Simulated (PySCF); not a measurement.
TlI, SMILES [I][Tl].

Geometry: B3LYP-D3(BJ)/def2-TZVP. The def2 effective core potentials stand for the cores of I, Tl; spin–orbit coupling is left out.

Calculation: M06-2X/def2-TZVPD (PySCF).

Gas-phase values at a fixed geometry.

```yaml
total_energy: -470.11840 hartree
point_group: C∞v
highest_occupied_level: -7.78 eV
lowest_empty_level: -1.35 eV
orbital_gap: 6.42 eV
dipole_moment: 5.30 D
quadrupole, principal values (traceless, Buckingham form, about the centre of nuclear charge): -4.25, 2.12, 2.12 D·Å
mean_static_polarisability: 80.4 bohr³ (11.91 Å³)
polarisability_principal_values: 61.6, 61.6, 117.8 bohr³
```
